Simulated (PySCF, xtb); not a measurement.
ethenoxy(methyl)silane (C3H8OSi), SMILES O(C=C)[SiH2]C. Other conformers were not sampled.

Harmonic wavenumbers (cm⁻¹) from GFN2-xTB (xtb 6.7.1) at its own minimum, in rising order: 64, 110, 133, 151, 219, 490, 518, 616, 673, 686, 741, 783, 812, 827, 834, 860, 992, 995, 1199, 1299, 1376, 1387, 1486, 1491, 1701, 2203, 2237, 3025, 3040, 3042, 3059, 3126, 3164.

What does PBE-D3(BJ)/def2-SVP run with PySCF give at its own minimum? (Estimate from the structure and the level; the computed values follow.)

75, 129, 136, 156, 223, 495, 520, 646, 680, 709, 725, 750, 791, 851, 894, 933, 949, 964, 1205, 1221, 1308, 1364, 1377, 1384, 1652, 2156, 2158, 2982, 3083, 3086, 3090, 3095, 3195. Paired by order, the mean absolute difference is 36 cm⁻¹ and the zero-point energies are 62.0 and 61.4 kcal/mol.
